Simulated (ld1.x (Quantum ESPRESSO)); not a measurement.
# strontium (Sr) TM semilocal: all-electron and pseudo phase curves

* Element: Sr (Z = 38)
* Generator: ld1.x (Quantum ESPRESSO) 7.5
* Type: norm-conserving Troullier–Martins (semilocal form)
* Functional: LDA (PZ)
* Relativity: scalar-relativistic
* Frozen core: [Ar] 3d10
* Valence charge: 10
* Reference configuration: 4s2 4p6 4d0 5s2 5p0
* Partial waves: 4p (bound): rc 2.35 bohr; 4d (bound, empty): rc 2.40 bohr; 4s (bound): rc 2.15 bohr
* Local potential: the s channel
* Core correction: none

Occupied shells without a wave of their own: 5s. They enter only through the test configuration that unscreens the potential.

The phase is arctan(r·u′/u) with u = r·R(r), unwrapped; energies in Ry, scanned from -5 to 5 Ry. A pole is an energy at which the radial function vanishes at the test radius. The pseudo phase is shifted by a multiple of π to meet the all-electron one at the reference energy, and phase errors are pseudo minus all-electron; the curves can meet again beyond the range given. Levels narrower than the energy grid can be missing from the lists of poles.

```json
{"channel": "s", "radius (bohr)": "2.60", "reference energy (Ry)": "-3.01", "poles, all-electron": "-2.84, 4.17", "poles, pseudo": "-2.84, 2.47", "unbroken range about the reference energy with phases within 0.05 rad": "below -0.9", "phase error 1 Ry above the reference energy (rad)": "-0.009"}
{"channel": "p", "radius (bohr)": "2.60", "reference energy (Ry)": "-1.68", "poles, all-electron": "-1.33", "poles, pseudo": "-1.33, 4.65", "unbroken range about the reference energy with phases within 0.05 rad": "below 0.7", "phase error 1 Ry above the reference energy (rad)": "-0.005"}
{"channel": "d", "radius (bohr)": "2.60", "reference energy (Ry)": "-0.10", "poles, all-electron": "1.09", "poles, pseudo": "1.10", "unbroken range about the reference energy with phases within 0.05 rad": "below 3.3", "phase error 1 Ry above the reference energy (rad)": "+0.002"}
```

The potential misses its own reference levels by up to 0.6 eV.

Phases in the d channel:

```
E (Ry)  all-electron  pseudo
 -5.00         1.394   1.394
 -4.48         1.383   1.383
 -3.96         1.370   1.370
 -3.44         1.354   1.354
 -2.92         1.333   1.333
 -2.40         1.303   1.304
 -1.88         1.260   1.260
 -1.36         1.185   1.186
 -0.84         1.022   1.023
 -0.32         0.415   0.416
  0.20        -1.046  -1.046
  0.72        -1.459  -1.457
  1.24        -1.605  -1.602
  1.76        -1.698  -1.694
  2.28        -1.790  -1.782
  2.80        -1.921  -1.903
  3.32        -2.198  -2.142
  3.84        -3.046  -2.846
  4.36        -4.051  -3.937
  4.88        -4.383  -4.340
```
